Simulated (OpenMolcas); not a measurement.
## Ba: effect of correlating more closed shells

* Program: OpenMolcas 26.06
* Basis: ANO-RCC-VTZP [8s7p4d2f1g]
* Scalar Hamiltonian: DKH2, point nucleus
* Active space: 2 electrons in 4 orbitals (6s 6p)
* State averaging: 2S+1 = 3 even, 3 roots; 2S+1 = 1 even, 6 roots; 2S+1 = 3 odd, 3 roots; 2S+1 = 1 odd, 3 roots
* Spin-orbit coupling: RASSI with atomic mean-field integrals over the reference wave functions, term energies averaged over their components

Methods on the same reference wave functions:
A. CASSCF
B. SS-CASPT2, IPEA 0.25 Eh, imaginary shift 0.1 Eh (closed shells correlated: none)
C. SS-CASPT2, IPEA 0.25 Eh, imaginary shift 0.1 Eh (closed shells correlated: 5s 5p)
D. SS-CASPT2, IPEA 0.25 Eh, imaginary shift 0.1 Eh (closed shells correlated: 4d 5s 5p)

Energies in cm-1 above 6s2 1S0, the measured ground level; measured values from NIST Handbook of Basic Atomic Spectroscopic Data.

```csv
Level,A,B,C,D,Measured
6s2 1S0,0.0,0.0,0.0,0.0,0.0
6s 6p 3P* 0,10234,10610,11850,11950,12266
6s 6p 3P* 1,10499,10880,12120,12210,12637
6s 6p 3P* 2,11041,11420,12660,12750,13515
6s 6p 1P* 1,22847,21380,21550,21580,18060
6p2 3P0,30200,30530,32640,32820,
6p2 3P1,30442,30770,32880,33060,
6p2 3P2 [74 %],30897,31060,33150,33340,
6p2 1D2 [74 %],34799,31900,33950,34140,
```

Deviations, from unrounded energies. A percentage is the sum of absolute deviations over the sum of measured energies, with the sign that they share, or ± where signs differ.

| Against measurement | Levels | A | B | C | D |
| --- | --- | --- | --- | --- | --- |
| mean absolute deviation (cm-1) | 4 | 2900 | 2200 | 1300 | 1300 |
| other configurations (%) | 4 | ±20.2 | ±15.6 | ±9.3 | ±8.9 |

C, D lie about equally close to measurement and A furthest from it. The largest miss of D in the table is 6s 6p 1P* 1, by +3500 cm-1. The ranking rests on the paired levels alone, and a cruder setting can come out closer through cancelling errors.

Among B to D the level of the table that moves most is 6p2 3P1, by 2300 cm-1 (lowest in B, highest in D). Moves below CASPT2's spread within the term are not significant.

The two smallest mean deviations differ by little beside CASPT2's spread within terms, so their order carries little weight.

The lowest spin-free term lies below A's lowest term by 0.004 hartree in B, 0.181 hartree in C, 0.243 hartree in D.

What an inner shell adds also hangs on whether the basis holds functions to correlate it.

CASPT2 breaks the degeneracy within a term, and the mean is taken; among the terms shown or strongly mixed into the levels shown the widest spread is 210 cm-1 (6p2 1D, D). The ¹D term of p² mixes with s d, which this space lacks. Computed and measured levels are paired by configuration, term and J; levels that our copy of the source lacks, or whose pairing is in doubt (as where it misses far off the trend of its configuration), stay unpaired and out of the deviations. Levels of configurations outside the active space are missing.

A share in square brackets marks a mixed level and gives the weight of the term that names it, the lowest over the columns. * marks odd parity.
